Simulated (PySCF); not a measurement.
## Polarisability and C₆ of N²⁺ (nitrogen, charge +2)

[He] 2s1 2p2, high-spin 4P determinant (an excited configuration). Calculation: PySCF 2.14, in dyall-av3z (15s9p3d2f, 71 functions); no relativity, point nucleus. Coupled (time-dependent) response in atomic units; α is the mean over directions.

```csv
method,mean α (bohr³),"α xx, yy, zz",C₆ (like pair),S(−4)
UHF,1.450,"2.060, 1.145, 1.145",1.814,1.687
PBE,1.549,"2.183, 1.233, 1.233",1.939,2.339
PBE0,1.520,"2.152, 1.204, 1.204",1.900,2.142
wB97M-V,1.557,"2.205, 1.233, 1.233",1.942,2.338
TPSSh,1.524,"2.149, 1.211, 1.211",1.917,2.124
```

S(−4) is the Cauchy moment in α(ω) = α(0) + S(−4) ω² + …

α(iu) at wB97M-V:

```json
{"u (hartree)": "0", "α(iu) (bohr³)": "1.557"}
{"u (hartree)": "0.0500", "α(iu) (bohr³)": "1.551"}
{"u (hartree)": "0.100", "α(iu) (bohr³)": "1.534"}
{"u (hartree)": "0.200", "α(iu) (bohr³)": "1.473"}
{"u (hartree)": "0.300", "α(iu) (bohr³)": "1.389"}
{"u (hartree)": "0.500", "α(iu) (bohr³)": "1.204"}
{"u (hartree)": "0.750", "α(iu) (bohr³)": "0.9917"}
{"u (hartree)": "1.00", "α(iu) (bohr³)": "0.8171"}
{"u (hartree)": "1.50", "α(iu) (bohr³)": "0.5652"}
{"u (hartree)": "2.00", "α(iu) (bohr³)": "0.4052"}
{"u (hartree)": "3.00", "α(iu) (bohr³)": "0.2320"}
{"u (hartree)": "5.00", "α(iu) (bohr³)": "0.1034"}
```

For an ion, C₆ is the dispersion term alone; charge-induced terms of lower order in 1/R come first.

The components differ because the open shell of this determinant is not spherical; for a pure term their mean is the scalar polarisability.
